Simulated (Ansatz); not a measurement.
trigermane (H8Ge3), singlet, at a GFN2-xTB geometry; CAM-B3LYP/def2-SVP (Ansatz, an electronic-structure program).

Input for Ansatz:
Ansatz 0.2 input:
```yaml
crystal:
  periodic: [false, false, false]
  atoms:
    - {symbol: Ge, position_ang: [1.90001561, 0.78760798, 0.01267175]}
    - {symbol: Ge, position_ang: [0.15905914, -0.82974910, -0.11782222]}
    - {symbol: Ge, position_ang: [-2.05434673, 0.01685078, 0.10147719]}
    - {symbol: H, position_ang: [3.27897541, 0.21486417, -0.12015679]}
    - {symbol: H, position_ang: [1.80378477, 1.84519785, -1.04687745]}
    - {symbol: H, position_ang: [1.90523439, 1.54160056, 1.30964904]}
    - {symbol: H, position_ang: [0.39427060, -1.90879813, 0.91539890]}
    - {symbol: H, position_ang: [0.28126416, -1.60150252, -1.41267263]}
    - {symbol: H, position_ang: [-2.46127627, 0.90549142, -1.03640104]}
    - {symbol: H, position_ang: [-2.24165164, 0.85542957, 1.33132862]}
    - {symbol: H, position_ang: [-3.11189834, -1.04299234, 0.17727632]}
basis:
  gaussian:
    orbitals: def2-SVP
hamiltonian:
  xc: cam_b3lyp
```

Problem. Write the output that Ansatz gives for this input, abridged.

Solution. 
```
Functional definition: CAM-B3LYP
1356 factors; integrals over basis functions are off by at most 1.6e-3 eV
402 factors; integrals over basis functions are off by at most 5.5e-6 eV
mean field evaluation 1: about -169672.5417 eV, gradient 2.5e1 eV
mean field evaluation 2: about -169672.7575 eV, gradient 2.2e1 eV
mean field evaluation 4: about -169673.1585 eV, gradient 2.6e-1 eV
mean field evaluation 8: about -169673.1947 eV, gradient 5.6e-3 eV
mean field -169673.19474767 eV, -6235.3748983547 hartree, gradient 7.8e-5 eV, S^2 0.000000; 0 other end points of the search recorded, 0 dependent functions left out
reference -169673.19490555 eV, -6235.3749041568 hartree; 52, 52 occupied and 84, 84 virtual orbitals, 1356 factors
Total energy: -169673.19490555 eV, -6235.3749041568 hartree
```
